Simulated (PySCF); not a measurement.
Calculation: M06-2X/def2-TZVP // B3LYP-D3(BJ)/def2-SVP in PySCF 2.14.0. Isolated molecules, 0 K electronic values unless said otherwise. One relaxed conformer stands for a flexible species; it need not be the lowest. Delta-SCF ions had no search for a lower state. Excitations are Tamm–Dancoff values on a coarser integration grid. The basis has no diffuse functions, so Rydberg states are missing or too high.

Reference species (SMILES): `I[Si](CC)(I)I` (C–C–Si–I torsion 180°) (neutral, multiplicity 1).

```yaml
HOMO–LUMO gap: 7.29 eV
vertical ionisation energy (Delta-SCF): 9.58 eV
S1 excitation (TDA): 4.55 eV
```

After one change: the HOMO–LUMO gap rises by 1.88 eV; the vertical ionisation energy (Delta-SCF) falls by 0.51 eV; the S1 excitation (TDA) goes up by 1.50 eV.

Which change was made? The new species is one of these.
A) `CC[Si](I)(I)CC` (C–C–Si–I torsion -59°, I–Si–C–C torsion 59°)
B) `CC[Si](CC)(CC)CC`
C) `CC[Si](I)(CC)CC`

C, `CC[Si](I)(CC)CC`
